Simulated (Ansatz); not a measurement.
`N[SiH]([SiH3])Cl` + `O[SiH3]` → `N[SiH](Cl)O[SiH3]` + SiH₄  (cleavage of the Si–Si bond)

Computed with Ansatz on PBE0-D4/def2-TZVP structures; ΔE is electronic, products minus reactants. CCSD(T)/CBS is the MP2 limit (def2-TZVPP, def2-QZVPP) plus CCSD(T) − MP2 in def2-TZVPP, frozen cores. This one scheme is used for every species. One conformer a species, not always the lowest.

```json
{"species": "`N[SiH]([SiH3])Cl`", "CCSD(T)/CBS(def2) energy (Eh)": "-1096.32520"}
{"species": "`O[SiH3]`", "CCSD(T)/CBS(def2) energy (Eh)": "-366.69042"}
{"species": "`N[SiH](Cl)O[SiH3]`", "CCSD(T)/CBS(def2) energy (Eh)": "-1171.60384"}
{"species": "SiH₄", "CCSD(T)/CBS(def2) energy (Eh)": "-291.46306"}
```

Q: Work out ΔE.

A: ΔE = (-1171.60384) + (-291.46306) − (-1096.32520) − (-366.69042) = -0.05128 Eh = -1.40 eV.

Largest T1 diagnostic among the species: 0.011.

The D4 term adds −0.03 eV with B3LYP and −0.02 eV with PBE0; it sums over pairs of atoms, weighted by their polarisabilities, and B3LYP, whose exchange is more repulsive, gets the larger term. Leaving LDA and LC-ωPBE aside and taking each functional with its dispersion term where it has one, the values, not all of them listed here, spread over 0.40 eV, from BHLYP-D4 to PBE-D4. LDA lies −0.08 eV from PBE without D4. From PBE to PBE0 (25 % exact exchange), in def2-TZVPP and without D4, ΔE moves by −0.10 eV.

B3LYP here is the variant with VWN-RPA as its local correlation; programs differ in this.
